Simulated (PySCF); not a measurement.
# How methods differ on the ionisation energy of V²⁺

V²⁺ [Ar] 3d3 [3d3/2^3, M_J = 3/2] → V³⁺ [Ar] 3d2 [3d3/2^2, M_J = 2], as a difference of total energies. All numbers are calculated (PySCF 2.14, the two-component X2C-1e Hamiltonian, in x2c-SVPall-2c). Correlated levels: [Ne] frozen; the 6 highest virtual spinors dropped. "Screened" scales the spin-orbit matrix elements by Boettger's factors to mimic the two-electron term; Breit and QED terms are absent.

```
                    method  ionisation energy (eV)
           GHF (spin-free)                  28.528
          GMP2 (spin-free)                  28.829
 GHF (screened spin-orbit)                  28.521
GMP2 (screened spin-orbit)                  28.822
```

Q: How much does correlation contribute at GMP2 (screened spin-orbit)?

A: 28.822 − (28.521) = 0.301 eV, measured against GHF (screened spin-orbit).

Errors of the correlated levels include the incompleteness of this basis and the frozen core.

The labels give the starting determinants; with spin-orbit coupling the two ends relaxed to ⟨J²⟩ = 6.69, ⟨L²⟩ = 12.00, ⟨S²⟩ = 3.75 and ⟨J²⟩ = 7.81, ⟨L²⟩ = 12.00, ⟨S²⟩ = 2.00.

The determinant of V²⁺ and of V³⁺ mixes levels of different J (the jj label is only the starting occupation), so the difference between spin-free and spin-orbit rows is not the physical spin-orbit shift.

For comparison: 29.311 eV (measured; NIST Atomic Spectra Database, ionization energies).
